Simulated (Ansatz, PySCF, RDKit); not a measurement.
Two conformers of C4H8O (SMILES C=CCOC), B3LYP-D3(BJ)/def2-TZVP minima.
Conformer 1 (charge 0, multiplicity 1):
```xyz
13

C      1.8402     0.7534    -0.2025
C      1.1368    -0.3657    -0.0972
C      0.0910    -0.6154     0.9482
O     -1.1644    -0.9860     0.3972
C     -1.8229     0.0747    -0.2666
H      2.5993     0.8820    -0.9635
H      1.6858     1.5830     0.4790
H      1.2995    -1.1809    -0.7968
H      0.3852    -1.4582     1.5782
H     -0.0178     0.2688     1.5914
H     -2.7800    -0.3127    -0.6120
H     -2.0017     0.9170     0.4145
H     -1.2509     0.4400    -1.1260
```
Conformer 2 (charge 0, multiplicity 1):
```xyz
13

C     -2.447    -0.316     0.169
C     -1.387     0.454    -0.029
C     -0.044    -0.054    -0.438
O      0.936     0.464     0.446
C      2.246     0.093     0.081
H     -2.392    -1.394     0.068
H     -3.410     0.101     0.436
H     -1.460     1.530     0.089
H     -0.028    -1.152    -0.432
H      0.184     0.273    -1.465
H      2.374    -0.997     0.097
H      2.502     0.458    -0.923
H      2.924     0.540     0.806
```

No zero-point or thermal terms.

Rows in 3-21G, 6-31G* carry no dispersion term and start afresh at each structure (6-31G* with six Cartesian d functions). MP2/6-31G* freezes PySCF's default core.

The values were computed with Ansatz (an electronic-structure program) with Gaussian orbitals; PySCF for 3-21G rows, 6-31G* rows, the dispersion terms; RDKit for the force fields. 

### Question
One of these levels gives 2.7 kJ/mol for the electronic energy of conformer 2 less that of conformer 1. Which one is it?
A) MMFF94
B) B3LYP/3-21G
C) MP2/6-31G*
D) BHLYP-D4/def2-TZVPP

### Answer
C, MP2/6-31G*. The others give -3.1 (MMFF94), 7.0 (B3LYP/3-21G), 0.6 (BHLYP-D4/def2-TZVPP)
